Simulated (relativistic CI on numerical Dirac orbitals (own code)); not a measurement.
Calculated levels, W XXXVIII

Method of calculation: Dirac-Coulomb-Breit CI, KLI orbitals optimised for each configuration, model QED, unscaled Slater integrals (own radial code, finite nucleus).

Configuration list (outside the closed core [Ar] 3d10): 4s²4p⁶4d, 4s²4p⁶4f, 4s²4p⁵4d², 4s4p⁶4d², 4s²4p⁵4d4f, 4s4p⁶4d4f, 4s²4p⁶5s, 4s²4p⁶5p, 4s²4p⁶5d, 4p⁶4d³, 4p⁵4d⁴, 4p⁵4d³4f, 4s4p⁶4f², 4s4p⁵4f³, 4p⁶4f³. Double excitations out of closed p, d and f shells are left out; levels of such configurations are missing from the list, as are those of other unlisted configurations, and high levels can miss mixing partners.

The lowest level is 4s²4p⁶4d ²D3/2, with 100 % of that term; Hund's rules for 4s²4p⁶4d give ²D with J = 3/2, in agreement.

```tsv
No.	Configuration	Term	J	E (eV)	%	Next component (%)	jj configuration (%)
1	4s²4p⁶4d	²D	3/2	0.000	100		4d3/2 (100)
2	4s²4p⁶4d	²D	5/2	19.083	100		4d5/2 (100)
3	4s²4p⁵4d²	⁴D°	3/2	152.353	47	23 ⁴F°	4p3/2^3 4d3/2^2 (96)
4	4s²4p⁵4d²	⁴D°	1/2	152.438	87	11 ²P°	4p3/2^3 4d3/2^2 (88)
5	4s²4p⁵4d²	⁴F°	5/2	155.777	37	21 ²D°	4p3/2^3 4d3/2^2 (94)
6	4s²4p⁵4d²	⁴G°	7/2	157.614	34	31 ²G°	4p3/2^3 4d3/2^2 (98)
7	4s²4p⁵4d²	⁴P°	3/2	164.980	30	24 ²P°	4p3/2^3 4d3/2^2 (91)
8	4s²4p⁵4d²	⁴D°	5/2	168.776	48	24 ⁴P°	4p3/2^3 4d3/2 4d5/2 (97)
9	4s²4p⁵4d²	⁴G°	9/2	171.812	71	16 ²G°	4p3/2^3 4d3/2 4d5/2 (99)
10	4s²4p⁵4d²	⁴D°	7/2	172.115	43	36 ⁴F°	4p3/2^3 4d3/2 4d5/2 (92)
11	4s²4p⁵4d²	⁴D°	3/2	174.352	40	36 ²D°	4p3/2^3 4d3/2 4d5/2 (92)
12	4s²4p⁵4d²	⁴P°	5/2	174.850	40	35 ²F°	4p3/2^3 4d3/2 4d5/2 (96)
13	4s²4p⁵4d²	²H°	11/2	175.979	56	44 ⁴G°	4p3/2^3 4d3/2 4d5/2 (93)
14	4s²4p⁵4d²	²G°	7/2	177.155	45	30 ²F°	4p3/2^3 4d3/2 4d5/2 (99)
15	4s²4p⁵4d²	⁴P°	1/2	179.174	35	28 ²S°	4p3/2^3 4d3/2 4d5/2 (98)
16	4s²4p⁵4d²	²F°	7/2	181.580	37	30 ⁴D°	4p3/2^3 4d3/2 4d5/2 (95)
17	4s²4p⁵4d²	⁴D°	5/2	182.185	41	40 ²D°	4p3/2^3 4d3/2 4d5/2 (95)
18	4s²4p⁵4d²	²D°	3/2	183.470	31	30 ⁴S°	4p3/2^3 4d3/2 4d5/2 (96)
19	4s²4p⁵4d²	²G°	9/2	184.199	55	26 ⁴F°	4p3/2^3 4d3/2 4d5/2 (93)
20	4s²4p⁵4d²	²F°	5/2	188.932	53	30 4s²4p⁶4f ²F°	4p3/2^3 4d3/2 4d5/2 (60)
21	4s²4p⁵4d²	⁴G°	11/2	191.427	56	44 ²H°	4p3/2^3 4d5/2^2 (93)
22	4s²4p⁵4d²	²D°	5/2	193.832	52	19 ²F°	4p3/2^3 4d5/2^2 (97)
23	4s²4p⁵4d²	²F°	7/2	194.121	43	34 ⁴D°	4p3/2^3 4d5/2^2 (83)
24	4s²4p⁵4d²	²D°	3/2	194.450	35	33 ⁴F°	4p3/2^3 4d3/2 4d5/2 (86)
25	4s²4p⁵4d²	²G°	9/2	196.531	49	37 ⁴F°	4p3/2^3 4d5/2^2 (92)
26	4s²4p⁵4d²	²P°	1/2	198.779	67	15 ⁴P°	4p3/2^3 4d5/2^2 (82)
27	4s²4p⁵4d²	²P°	1/2	204.248	55	26 ⁴D°	4p3/2^3 4d3/2 4d5/2 (69)
28	4s²4p⁵4d²	²F°	7/2	205.577	39	26 ⁴D°	4p3/2^3 4d5/2^2 (79)
29	4s²4p⁵4d²	²P°	3/2	210.213	61	23 ²D°	4p3/2^3 4d5/2^2 (98)
30	4s²4p⁵4d²	²P°	3/2	218.638	42	19 ⁴S°	4p3/2^3 4d5/2^2 (85)
31	4s²4p⁵4d²	²D°	5/2	218.851	38	18 ⁴F°	4p3/2^3 4d5/2^2 (60)
32	4s²4p⁶4f	²F°	5/2	221.653	53	20 4s²4p⁵4d² ²F°	4f5/2 (53)
33	4s²4p⁶4f	²F°	7/2	223.111	62	21 4s²4p⁵4d² ²G°	4f7/2 (62)
34	4s²4p⁵4d²	²F°	5/2	252.950	47	38 ⁴G°	4p1/2 4p3/2^4 4d3/2^2 (82)
35	4s²4p⁵4d²	⁴G°	7/2	263.867	46	25 ²G°	4p1/2 4p3/2^4 4d3/2 4d5/2 (99)
36	4s²4p⁵4d²	²D°	5/2	265.307	30	18 ²F°	4p1/2 4p3/2^4 4d3/2 4d5/2 (97)
37	4s²4p⁵4d²	⁴D°	3/2	266.665	39	31 ²D°	4p1/2 4p3/2^4 4d3/2 4d5/2 (98)
38	4s²4p⁵4d²	⁴P°	1/2	267.660	40	33 ⁴D°	4p1/2 4p3/2^4 4d3/2 4d5/2 (98)
39	4s²4p⁵4d²	²P°	1/2	269.452	59	23 ⁴D°	4p1/2 4p3/2^4 4d3/2^2 (89)
40	4s²4p⁵4d²	²H°	9/2	269.536	45	37 ²G°	4p1/2 4p3/2^4 4d3/2 4d5/2 (97)
41	4s²4p⁵4d²	²D°	3/2	277.016	68	13 ⁴F°	4p1/2 4p3/2^4 4d3/2^2 (89)
42	4s²4p⁵4d²	⁴D°	7/2	283.227	45	32 ²F°	4p1/2 4p3/2^4 4d5/2^2 (91)
43	4s²4p⁵4d²	²P°	3/2	287.853	33	32 ²D°	4p1/2 4p3/2^4 4d5/2^2 (94)
44	4s²4p⁵4d²	²G°	9/2	287.985	44	24 ²H°	4p1/2 4p3/2^4 4d5/2^2 (97)
45	4s²4p⁵4d²	²D°	5/2	289.549	56	18 ²F°	4p1/2 4p3/2^4 4d3/2 4d5/2 (88)
46	4s²4p⁵4d²	²D°	5/2	290.353	36	35 ²F°	4p1/2 4p3/2^4 4d5/2^2 (98)
47	4s²4p⁵4d²	²F°	7/2	291.317	64	28 ²G°	4p1/2 4p3/2^4 4d3/2 4d5/2 (85)
48	4s²4p⁵4d²	²P°	3/2	291.765	59	17 ⁴S°	4p1/2 4p3/2^4 4d3/2 4d5/2 (88)
49	4s²4p⁵4d²	²P°	1/2	299.454	82	13 ⁴D°	4p1/2 4p3/2^4 4d5/2^2 (96)
50	4s4p⁶4d²	⁴F	3/2	342.070	51	32 4s²4p⁵4d4f ⁴F	4s 4d3/2^2 (57)
51	4s4p⁶4d²	⁴F	5/2	347.504	40	25 4s²4p⁵4d4f ⁴F	4s 4d3/2^2 (46)
52	4s²4p⁵4d4f	⁴G	5/2	351.891	89	7 ²F	4p3/2^3 4d3/2 4f5/2 (94)
53	4s4p⁶4d²	⁴P	1/2	352.407	43	31 4s²4p⁵4d4f ⁴P	4s 4d3/2^2 (47)
54	4s²4p⁵4d4f	⁴G	7/2	357.475	60	19 ⁴H	4p3/2^3 4d3/2 4f5/2 (75)
55	4s4p⁶4d²	⁴F	7/2	359.863	43	30 4s²4p⁵4d4f ⁴F	4s 4d3/2 4d5/2 (43)
56	4s²4p⁵4d4f	²I	11/2	360.193	41	36 ⁴I	4p3/2^3 4d3/2 4f5/2 (99)
57	4s²4p⁵4d4f	⁴D	3/2	361.551	25	18 ⁴F	4p3/2^3 4d3/2 4f5/2 (55)
58	4s²4p⁵4d4f	⁴D	1/2	361.772	73	22 ²P	4p3/2^3 4d3/2 4f5/2 (86)
59	4s²4p⁵4d4f	⁴F	5/2	362.027	21	16 ²D	4p3/2^3 4d3/2 4f5/2 (35)
60	4s²4p⁵4d4f	⁴H	9/2	362.582	29	20 ²G	4p3/2^3 4d3/2 4f5/2 (77)
61	4s4p⁶4d²	⁴P	3/2	364.021	35	24 4s²4p⁵4d4f ⁴P	4s 4d3/2 4d5/2 (35)
62	4s²4p⁵4d4f	⁴F	7/2	364.688	27	22 ²G	4p3/2^3 4d3/2 4f7/2 (53)
63	4s²4p⁵4d4f	⁴F	5/2	365.389	22	17 ²D	4p3/2^3 4d3/2 4f5/2 (56)
64	4s²4p⁵4d4f	⁴G	9/2	366.168	44	27 ⁴F	4p3/2^3 4d3/2 4f7/2 (66)
65	4s²4p⁵4d4f	²F	7/2	367.190	35	22 ²G	4p3/2^3 4d3/2 4f5/2 (66)
66	4s²4p⁵4d4f	⁴I	13/2	367.431	69	24 ²I	4p3/2^3 4d3/2 4f7/2 (74)
67	4s²4p⁵4d4f	²H	11/2	367.537	40	34 ⁴G	4p3/2^3 4d3/2 4f7/2 (88)
68	4s²4p⁵4d4f	²H	9/2	367.606	33	14 ⁴I	4p3/2^3 4d3/2 4f7/2 (47)
69	4s²4p⁵4d4f	²F	5/2	368.574	44	26 ⁴D	4p3/2^3 4d3/2 4f7/2 (46)
70	4s²4p⁵4d4f	⁴D	7/2	370.552	26	20 ²G	4p3/2^3 4d3/2 4f7/2 (59)
```

Energies count from the lowest computed level; ° marks odd parity. Filled j subshells are mostly left out of the jj labels.

The mean weight of the leading LS term, summed over parents, in these 70 levels is 48 %, and that of the leading jj configuration (from the same eigenvectors) 81 %, so jj coupling describes them better and the LS labels are nominal.

At this charge energies of transitions that change n are usually good to better than 1 %, and those within a shell (Δn = 0) to a few per cent.

LS names give the leading component of a level, which can be under half, so a name can repeat, a term be missing and a line seem to break the LS rules.
